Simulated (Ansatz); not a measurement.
Cartesian coordinates in Å:
```
B 1.5996 0.2633 1.6785
O 0.2980 0.3700 1.9575
In -1.1348 0.6626 0.5843
Br -2.9113 2.0550 1.5419
C -1.0706 -0.2093 -1.3339
C -0.0490 -0.9624 -1.7264
H 2.0162 0.3865 0.5425
H 2.3733 0.0403 2.5754
H -1.9043 -0.0292 -2.0062
H 0.8104 -1.1665 -1.0956
H -0.0276 -1.4103 -2.7179
```

Total charge 0; spin multiplicity 1. In takes the def2 core potential.

List the ωB97M-V/def2-TZVPP orbital energies in eV (Ansatz). (Estimate.)

The calculation gave: Occupied: -13156.57, -1708.89, -1537.08, -1537.04, -1537.03, -526.02, -282.46, -282.42, -241.73, -187.95, -181.39, -181.24, -181.21, -132.19, -88.66, -88.41, -88.33, -74.77, -74.73, -74.71, -74.58, -74.58, -30.22, -25.54, -25.27, -25.01, -24.95, -24.86, -24.37, -23.48, -19.16, -16.74, -16.17, -15.11, -14.26, -13.49, -12.75, -12.62, -11.20, -11.09, -10.78, -10.65, -9.87. Lowest empty: -0.26, 0.25, 1.42, 1.56, 1.79, 1.99, 2.81, 3.02.
